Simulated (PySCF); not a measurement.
PySCF input (M06-2X/def2-TZVPD):

```python
from pyscf import gto, scf, dft

mol = gto.M(
    atom='''
    In   -0.13502049   -0.26849537   -0.11905660
    O     1.75275753    0.18049266   -0.94762285
    H     2.35844912    0.12494586   -0.19847221
    O     0.19678019   -0.32801593    1.96377411
    H    -0.36018923    0.37903304    2.31168393
    O    -1.28164176    1.47566962   -0.42722270
    H    -0.72542356    2.02712324   -0.99086678
    ''',
    basis='def2-tzvpd',
    ecp='def2-tzvp',
    charge=-1,
    spin=1,
    verbose=4,
)

mf = dft.UKS(mol, xc='m062x').density_fit(auxbasis='def2-universal-jkfit')
mf.grids.level = 4
mf.conv_tol = 1e-9
mf.max_cycle = 100
mf.max_memory = 1500
mf.kernel()
if not mf.converged:
    mf = mf.newton()
    mf.kernel(mf.make_rdm1())
for _ in range(2):
    mo, _, stable, _ = mf.stability(return_status=True)
    if stable:
        break
    mf.kernel(mf.make_rdm1(mo, mf.mo_occ))
mf.analyze()
```

Output:

```
ECP def2-tzvp not found for  O
ECP def2-tzvp not found for  H
PySCF version 2.14.0

[INPUT] verbose = 4
[INPUT] num. atoms = 7
[INPUT] num. electrons = 49
[INPUT] charge = -1
[INPUT] spin (= nelec alpha-beta = 2S) = 1
[INPUT] symmetry False subgroup None
[INPUT] Mole.unit = angstrom
[INPUT] Symbol           X                Y                Z      unit          X                Y                Z       unit  Magmom
[INPUT]  1 In    -0.135020490000  -0.268495370000  -0.119056600000 AA   -0.255151747305  -0.507382715014  -0.224984367322 Bohr   0.0
[INPUT]  2 O      1.752757530000   0.180492660000  -0.947622850000 AA    3.312231694469   0.341081694894  -1.790747655880 Bohr   0.0
[INPUT]  3 H      2.358449120000   0.124945860000  -0.198472210000 AA    4.456822915521   0.236113455798  -0.375058120237 Bohr   0.0
[INPUT]  4 O      0.196780190000  -0.328015930000   1.963774110000 AA    0.371860665840  -0.619860272195   3.710995238412 Bohr   0.0
[INPUT]  5 H     -0.360189230000   0.379033040000   2.311683930000 AA   -0.680658997718   0.716268637761   4.368449514258 Bohr   0.0
[INPUT]  6 O     -1.281641760000   1.475669620000  -0.427222700000 AA   -2.421951916206   2.788611432141  -0.807333897197 Bohr   0.0
[INPUT]  7 H     -0.725423560000   2.027123240000  -0.990866780000 AA   -1.370851852707   3.830707744341  -1.872466840130 Bohr   0.0

nuclear repulsion = 190.98793108441
number of shells = 75
number of NR pGTOs = 295
number of NR cGTOs = 203
basis = def2-tzvpd
ecp = def2-tzvp

******** <class 'pyscf.df.df_jk.DFUKS'> ********
method = DFUKS
initial guess = minao
damping factor = 0
level_shift factor = 0
DIIS = <class 'pyscf.scf.diis.CDIIS'>
diis_start_cycle = 1
diis_space = 8
diis_damp = 0
SCF conv_tol = 1e-09
SCF conv_tol_grad = None
SCF max_cycles = 100
direct_scf = False
number electrons alpha = 25  beta = 24
XC library pyscf.dft.libxc version 7.1.2
    S. Lehtola, C. Steigemann, M. J. T. Oliveira, and M. A. L. Marques,  SoftwareX 7, 1–5 (2018)
XC functionals = m062x
    Y. Zhao and D. G. Truhlar,  Theor. Chem. Acc. 120, 215 (2008)
    Y. Zhao and D. G. Truhlar,  Theor. Chem. Acc. 120, 215 (2008)
radial grids:
    Treutler-Ahlrichs [JCP 102, 346 (1995); DOI:10.1063/1.469408] (M4) radial grids

becke partition: Becke, JCP 88, 2547 (1988); DOI:10.1063/1.454033
pruning grids: <function nwchem_prune>
grids dens level: 4
symmetrized grids: False
atomic radii adjust function: <function treutler_atomic_radii_adjust>
small_rho_cutoff = 0
Set gradient conv threshold to 3.16228e-05
tot grids = 164032
******** <class 'pyscf.df.df.DF'> ********
auxbasis = def2-universal-jkfit
init E= -384.472518655557
[...]
  beta  nocc = 24  HOMO = -0.171661317192562  LUMO = 0.049269590808386
  HOMO = -0.0636461055104  LUMO = 0.0492695908084  gap/eV = 3.07259
Extra cycle  E= -417.661972713452  delta_E= -3.79e-11  |g|= 3.65e-06  |ddm|= 2.91e-05
converged SCF energy = -417.661972713452  <S^2> = 0.75518684  2S+1 = 2.0051801
uhf_internal: lowest eigs of H = [0.24598514 0.24600632 0.27551267]
<class 'pyscf.df.df_jk.DFUKS'> wavefunction is stable in the internal stability analysis
**** SCF Summaries ****
Total Energy =                        -417.661972713452485
Nuclear Repulsion Energy =             190.987931084409922
One-electron Energy =                -1039.361087879435445
Two-electron Energy =                  430.711184081573094
Two-electron Coulomb Energy =          474.464843796143782
DFT Exchange-Correlation Energy =      -43.753659714570688
HOMO-LUMO gap [eV] =                     3.072592600248855
**** MO energy ****
                             alpha | beta                alpha | beta
MO #1   energy= -19.4122746091854  | -19.4100623354051  occ= 1 | 1
MO #2   energy= -19.4122675050247  | -19.4100551255135  occ= 1 | 1
MO #3   energy= -19.4122606042757  | -19.4100471920453  occ= 1 | 1
MO #4   energy= -4.67692819192777  | -4.67455047128626  occ= 1 | 1
MO #5   energy= -3.0547758513491   | -3.05186465682688  occ= 1 | 1
MO #6   energy= -3.05212056769737  | -3.05115578204436  occ= 1 | 1
MO #7   energy= -3.05212038574358  | -3.05115560234797  occ= 1 | 1
MO #8   energy= -0.879725810693573 | -0.872353859656039 occ= 1 | 1
MO #9   energy= -0.878044029916156 | -0.870626265795005 occ= 1 | 1
MO #10  energy= -0.878041817502295 | -0.870624247189388 occ= 1 | 1
MO #11  energy= -0.675499630707612 | -0.670819591845102 occ= 1 | 1
MO #12  energy= -0.673952330120214 | -0.670819303202642 occ= 1 | 1
MO #13  energy= -0.673951937676264 | -0.670158702406759 occ= 1 | 1
MO #14  energy= -0.670123679819479 | -0.666444835845755 occ= 1 | 1
MO #15  energy= -0.670123305830375 | -0.666444646526929 occ= 1 | 1
MO #16  energy= -0.342078760470979 | -0.332385276428093 occ= 1 | 1
MO #17  energy= -0.326485794340823 | -0.3220648559707   occ= 1 | 1
MO #18  energy= -0.326480026880895 | -0.322060083856494 occ= 1 | 1
MO #19  energy= -0.257018669543278 | -0.248348480052115 occ= 1 | 1
MO #20  energy= -0.20322281851153  | -0.187402757267852 occ= 1 | 1
MO #21  energy= -0.203221731209058 | -0.18740199028356  occ= 1 | 1
MO #22  energy= -0.196402665781805 | -0.185906246068612 occ= 1 | 1
MO #23  energy= -0.177586028085766 | -0.171666301476829 occ= 1 | 1
MO #24  energy= -0.177580732250034 | -0.171661317192562 occ= 1 | 1
MO #25  energy= -0.0636461055104469 | 0.049269590808386  occ= 1 | 0
MO #26  energy= 0.128413127480204  | 0.125064603326726  occ= 0 | 0
MO #27  energy= 0.149108231391403  | 0.132087550729891  occ= 0 | 0
MO #28  energy= 0.149109974361186  | 0.132088080903839  occ= 0 | 0
MO #29  energy= 0.176897849905702  | 0.161231979346197  occ= 0 | 0
MO #30  energy= 0.180839565199203  | 0.161232935214351  occ= 0 | 0
MO #31  energy= 0.180840106430563  | 0.165813446363883  occ= 0 | 0
MO #32  energy= 0.185367230074924  | 0.174402208037411  occ= 0 | 0
MO #33  energy= 0.186403671596804  | 0.174403487625112  occ= 0 | 0
MO #34  energy= 0.186404453271385  | 0.177384067012064  occ= 0 | 0
MO #35  energy= 0.236268704165152  | 0.22571057373176   occ= 0 | 0
MO #36  energy= 0.242113407928286  | 0.235630211322965  occ= 0 | 0
MO #37  energy= 0.242114924104422  | 0.235630789095905  occ= 0 | 0
MO #38  energy= 0.244349448640997  | 0.238591962713029  occ= 0 | 0
MO #39  energy= 0.263067783936852  | 0.256942340299006  occ= 0 | 0
MO #40  energy= 0.263069257782715  | 0.256943230545627  occ= 0 | 0
MO #41  energy= 0.280527718141741  | 0.270733159619141  occ= 0 | 0
MO #42  energy= 0.285359521770746  | 0.284350103447285  occ= 0 | 0
MO #43  energy= 0.285361089299595  | 0.28435234326772   occ= 0 | 0
MO #44  energy= 0.295274185016312  | 0.28937719515425   occ= 0 | 0
MO #45  energy= 0.31727561449228   | 0.308931606483667  occ= 0 | 0
MO #46  energy= 0.317279486668434  | 0.308934897732041  occ= 0 | 0
MO #47  energy= 0.337284720143297  | 0.332769316284321  occ= 0 | 0
MO #48  energy= 0.352016797832853  | 0.346073808737196  occ= 0 | 0
MO #49  energy= 0.352020051742495  | 0.346079689955431  occ= 0 | 0
MO #50  energy= 0.389081350930388  | 0.372001585292348  occ= 0 | 0
MO #51  energy= 0.405682532526947  | 0.390693232140797  occ= 0 | 0
MO #52  energy= 0.405692865232764  | 0.390704046198969  occ= 0 | 0
MO #53  energy= 0.4273673695266    | 0.394396531259166  occ= 0 | 0
MO #54  energy= 0.427377545495802  | 0.421426700340043  occ= 0 | 0
MO #55  energy= 0.431681531193794  | 0.421434480221298  occ= 0 | 0
MO #56  energy= 0.451989354069869  | 0.431318596699963  occ= 0 | 0
MO #57  energy= 0.451995545062499  | 0.437369794069206  occ= 0 | 0
MO #58  energy= 0.45432652306213   | 0.437382241914914  occ= 0 | 0
MO #59  energy= 0.485630899186664  | 0.471158358524051  occ= 0 | 0
MO #60  energy= 0.494084174644362  | 0.48176440371093   occ= 0 | 0
MO #61  energy= 0.512910132189273  | 0.49495130312412   occ= 0 | 0
MO #62  energy= 0.512911613416567  | 0.494952358920821  occ= 0 | 0
MO #63  energy= 0.514949693016113  | 0.502319266464891  occ= 0 | 0
MO #64  energy= 0.526663897065354  | 0.507432722960141  occ= 0 | 0
MO #65  energy= 0.526667506096836  | 0.507434099325771  occ= 0 | 0
MO #66  energy= 0.574549278073159  | 0.533253839071224  occ= 0 | 0
MO #67  energy= 0.574554011819884  | 0.53325733297601   occ= 0 | 0
MO #68  energy= 0.630031287829854  | 0.618783532990776  occ= 0 | 0
MO #69  energy= 0.645715635017398  | 0.638138478698455  occ= 0 | 0
MO #70  energy= 0.645723933386805  | 0.63814560294396   occ= 0 | 0
MO #71  energy= 0.669669204699696  | 0.653895084044643  occ= 0 | 0
MO #72  energy= 0.684601866947777  | 0.663838802806508  occ= 0 | 0
MO #73  energy= 0.684606197502092  | 0.663840911964404  occ= 0 | 0
MO #74  energy= 0.710980197751659  | 0.706424343358878  occ= 0 | 0
MO #75  energy= 0.710990056366206  | 0.706432421498178  occ= 0 | 0
MO #76  energy= 0.750739142819508  | 0.732975630456407  occ= 0 | 0
MO #77  energy= 0.757859787086047  | 0.732981975450151  occ= 0 | 0
MO #78  energy= 0.757868584682584  | 0.741809432946295  occ= 0 | 0
MO #79  energy= 0.790539693326119  | 0.787792578143907  occ= 0 | 0
MO #80  energy= 0.804793312552269  | 0.800318754578383  occ= 0 | 0
MO #81  energy= 0.815427106942312  | 0.812594534829083  occ= 0 | 0
MO #82  energy= 0.815443917071664  | 0.812608958558755  occ= 0 | 0
MO #83  energy= 0.849306445939519  | 0.83614281388062   occ= 0 | 0
MO #84  energy= 0.897063739180923  | 0.890679972626542  occ= 0 | 0
MO #85  energy= 0.897078136785907  | 0.890689782213958  occ= 0 | 0
MO #86  energy= 0.946584508515501  | 0.938794404701156  occ= 0 | 0
MO #87  energy= 0.946592760283118  | 0.938798782185148  occ= 0 | 0
MO #88  energy= 0.966710634688668  | 0.955911203857805  occ= 0 | 0
MO #89  energy= 0.986817639770583  | 0.977859609033281  occ= 0 | 0
MO #90  energy= 0.986827659692121  | 0.977871382216943  occ= 0 | 0
MO #91  energy= 0.997810197719913  | 0.993558589236624  occ= 0 | 0
MO #92  energy= 1.05220735913683   | 1.03741620831702   occ= 0 | 0
MO #93  energy= 1.08866717062539   | 1.07689203623928   occ= 0 | 0
MO #94  energy= 1.08868696363033   | 1.07691670769101   occ= 0 | 0
MO #95  energy= 1.12385534730496   | 1.10171190651138   occ= 0 | 0
MO #96  energy= 1.12851183217275   | 1.10172063346145   occ= 0 | 0
MO #97  energy= 1.12852323094719   | 1.11294708969853   occ= 0 | 0
MO #98  energy= 1.12965362204676   | 1.12440271270596   occ= 0 | 0
MO #99  energy= 1.17474113294344   | 1.15245775010656   occ= 0 | 0
MO #100 energy= 1.17474317180889   | 1.15246082983898   occ= 0 | 0
MO #101 energy= 1.20758328073379   | 1.19907469214372   occ= 0 | 0
MO #102 energy= 1.22897082138938   | 1.21695350565167   occ= 0 | 0
MO #103 energy= 1.22898392690824   | 1.21696520833451   occ= 0 | 0
MO #104 energy= 1.25660337810767   | 1.25079538885888   occ= 0 | 0
[...]
```
